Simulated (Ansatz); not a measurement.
CSi (SMILES [C]=[Si]), triplet (typed; the unrestricted solution is spin-contaminated), geometry from GFN2-xTB; Ansatz (an electronic-structure program) with WB97X/STO-3G.

Input for Ansatz:
Ansatz 0.2 input:
```yaml
crystal:
  periodic: [false, false, false]
  atoms:
    - {symbol: Si, position_ang: [-0.00000000, -0.00000000, -0.51650348]}
    - {symbol: C, position_ang: [0.00000000, 0.00000000, 1.20517479]}
basis:
  gaussian:
    orbitals: STO-3G
hamiltonian:
  xc: {name: wB97X}
magnetization: {spin_polarized: true, initial_magnetization: 2}
```

The log (banner, timings and long lists left out):

```
Functional definition: wB97X
157 factors; integrals over basis functions are off by at most 3.0e-5 eV
67 factors; integrals over basis functions are off by at most 8.6e-7 eV
mean field evaluation 1: about -8799.3867 eV, gradient 1.7e1 eV
mean field evaluation 2: about -8796.0526 eV, gradient 2.8e1 eV
mean field evaluation 4: about -8801.8924 eV, gradient 8.2e-1 eV
mean field evaluation 8: about -8801.9975 eV, gradient 5.6e-2 eV
mean field evaluation 16: about -8801.9904 eV, gradient 1.1e-4 eV
mean field -8801.99035683 eV, -323.4671794103 hartree, gradient 3.7e-5 eV, S^2 2.168139; 1 other end points of the search recorded, 0 dependent functions left out
reference -8801.99034774 eV, -323.4671790760 hartree; 11, 9 occupied and 3, 5 virtual orbitals, 157 factors
Total energy: -8801.99034774 eV, -323.4671790760 hartree
```
